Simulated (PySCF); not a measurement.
Cl2Ga (SMILES [Cl][Ga][Cl]), doublet, geometry from GFN2-xTB (such geometries of metal compounds can be far from the true shape) (the spin is typed, not shown lowest); DF-R2SCAN/6-31G** in PySCF.

Here is a job for PySCF.
```python
from pyscf import gto, scf, dft

mol = gto.Mole()
mol.atom = '''
    Ga    0.38659548   -0.00516054    0.41651763
    Cl    1.00868342    0.30405887   -1.63943998
    Cl   -1.71365165   -0.29464847    0.87990784
'''
mol.basis = '6-31g**'
mol.spin = 1
mol.verbose = 4
mol.build()

mf = dft.UKS(mol)
mf.xc = 'r2scan'
mf = mf.density_fit(auxbasis='def2-universal-jkfit')
mf.kernel()
mf.analyze()
```

**Question.** Write the output that PySCF gives for this input, abridged.

**Answer.** 
```
PySCF version 2.14.0

[INPUT] verbose = 4
[INPUT] num. atoms = 3
[INPUT] num. electrons = 65
[INPUT] charge = 0
[INPUT] spin (= nelec alpha-beta = 2S) = 1
[INPUT] symmetry False subgroup None
[INPUT] Mole.unit = angstrom
[INPUT] Symbol           X                Y                Z      unit          X                Y                Z       unit  Magmom
[...]
nuclear repulsion = 297.714198750227
number of shells = 28
number of NR pGTOs = 197
number of NR cGTOs = 68
basis = 6-31g**
ecp = {}

******** <class 'pyscf.df.df_jk.DFUKS'> ********
method = DFUKS
initial guess = minao
damping factor = 0
level_shift factor = 0
DIIS = <class 'pyscf.scf.diis.CDIIS'>
diis_start_cycle = 1
diis_space = 8
diis_damp = 0
SCF conv_tol = 1e-09
SCF conv_tol_grad = None
SCF max_cycles = 50
direct_scf = False
number electrons alpha = 33  beta = 32
XC library pyscf.dft.libxc version 7.1.2
    S. Lehtola, C. Steigemann, M. J. T. Oliveira, and M. A. L. Marques,  SoftwareX 7, 1–5 (2018)
XC functionals = r2scan
    J. W. Furness, A. D. Kaplan, J. Ning, J. P. Perdew, and J. Sun,  J. Phys. Chem. Lett. 11, 8208–8215 (2020)
    J. W. Furness, A. D. Kaplan, J. Ning, J. P. Perdew, and J. Sun,  J. Phys. Chem. Lett. 11, 9248–9248 (2020)
    J. W. Furness, A. D. Kaplan, J. Ning, J. P. Perdew, and J. Sun,  J. Phys. Chem. Lett. 11, 8208–8215 (2020)
    J. W. Furness, A. D. Kaplan, J. Ning, J. P. Perdew, and J. Sun,  J. Phys. Chem. Lett. 11, 9248–9248 (2020)
radial grids:
    Treutler-Ahlrichs [JCP 102, 346 (1995); DOI:10.1063/1.469408] (M4) radial grids

becke partition: Becke, JCP 88, 2547 (1988); DOI:10.1063/1.454033
pruning grids: <function nwchem_prune>
grids dens level: 3
symmetrized grids: False
atomic radii adjust function: <function treutler_atomic_radii_adjust>
small_rho_cutoff = 0
Set gradient conv threshold to 3.16228e-05
tot grids = 58664
init E= -2844.57543500208

cycle= 1 E= -2844.85773348062  delta_E= -0.282  |g|= 0.466  |ddm|= 1.53
cycle= 2 E= -2844.59555032876  delta_E= 0.262  |g|= 0.872  |ddm|= 1.52
cycle= 3 E= -2844.94197429302  delta_E= -0.346  |g|= 0.0695  |ddm|= 1.11
cycle= 4 E= -2844.94459093763  delta_E= -0.00262  |g|= 0.0293  |ddm|= 0.152
cycle= 5 E= -2844.94517785146  delta_E= -0.000587  |g|= 0.00305  |ddm|= 0.0456
cycle= 6 E= -2844.9451839409  delta_E= -6.09e-06  |g|= 0.00133  |ddm|= 0.0067
cycle= 7 E= -2844.94518487219  delta_E= -9.31e-07  |g|= 0.000319  |ddm|= 0.00245
cycle= 8 E= -2844.94518497582  delta_E= -1.04e-07  |g|= 6.12e-05  |ddm|= 0.000829
[...]
converged SCF energy = -2844.9451849794  <S^2> = 0.75378631  2S+1 = 2.0037827
Total Energy =                       -2844.945184979398618
[...]
spin_pop of  0 Ga 5pz       0.00254
spin_pop of  0 Ga 3dxy     -0.00026
spin_pop of  0 Ga 3dyz     -0.00027
spin_pop of  0 Ga 3dz^2    -0.00046
spin_pop of  0 Ga 3dxz      0.00001
spin_pop of  0 Ga 3dx2-y2   -0.00010
spin_pop of  0 Ga 4dxy     -0.00003
spin_pop of  0 Ga 4dyz     -0.00005
spin_pop of  0 Ga 4dz^2    -0.00015
spin_pop of  0 Ga 4dxz      0.00023
spin_pop of  0 Ga 4dx2-y2    0.00023
spin_pop of  0 Ga 5dxy     -0.00007
spin_pop of  0 Ga 5dyz     -0.00008
spin_pop of  0 Ga 5dz^2    -0.00002
spin_pop of  0 Ga 5dxz     -0.00020
spin_pop of  0 Ga 5dx2-y2    0.00010
spin_pop of  1 Cl 1s        0.00000
spin_pop of  1 Cl 2s       -0.00000
spin_pop of  1 Cl 3s        0.00210
spin_pop of  1 Cl 4s        0.00015
spin_pop of  1 Cl 2px      -0.00000
spin_pop of  1 Cl 2py      -0.00000
spin_pop of  1 Cl 2pz       0.00001
spin_pop of  1 Cl 3px      -0.00123
spin_pop of  1 Cl 3py      -0.00502
spin_pop of  1 Cl 3pz       0.15115
spin_pop of  1 Cl 4px       0.00037
spin_pop of  1 Cl 4py       0.00005
spin_pop of  1 Cl 4pz       0.00063
spin_pop of  1 Cl 3dxy     -0.00000
spin_pop of  1 Cl 3dyz      0.00010
spin_pop of  1 Cl 3dz^2    -0.00001
spin_pop of  1 Cl 3dxz      0.00015
spin_pop of  1 Cl 3dx2-y2    0.00000
spin_pop of  2 Cl 1s        0.00000
spin_pop of  2 Cl 2s       -0.00000
spin_pop of  2 Cl 3s        0.00210
spin_pop of  2 Cl 4s        0.00015
spin_pop of  2 Cl 2px       0.00000
spin_pop of  2 Cl 2py      -0.00000
spin_pop of  2 Cl 2pz       0.00000
spin_pop of  2 Cl 3px       0.14813
spin_pop of  2 Cl 3py      -0.00546
spin_pop of  2 Cl 3pz       0.00224
spin_pop of  2 Cl 4px       0.00057
spin_pop of  2 Cl 4py       0.00005
spin_pop of  2 Cl 4pz       0.00043
spin_pop of  2 Cl 3dxy      0.00010
spin_pop of  2 Cl 3dyz     -0.00000
spin_pop of  2 Cl 3dz^2    -0.00001
spin_pop of  2 Cl 3dxz      0.00016
spin_pop of  2 Cl 3dx2-y2   -0.00000
 ** Mulliken Spin Density (per atom)  **
spin density of  0 Ga =      0.70311
spin density of  1 Cl =      0.14844
spin density of  2 Cl =      0.14845
 ** Mulliken pop alpha/beta on meta-lowdin orthogonal AOs **
 ** Mulliken pop       alpha | beta **
In total            33.00000 | 32.00000
 ** Mulliken atomic charges   ( Nelec_alpha | Nelec_beta ) **
charge of  0Ga =      0.44251  (    15.63030     14.92719 )
charge of  1Cl =     -0.22125  (     8.68485      8.53641 )
charge of  2Cl =     -0.22125  (     8.68485      8.53640 )
Dipole moment(X, Y, Z, Debye):  1.16748, -0.01558,  1.25786
```
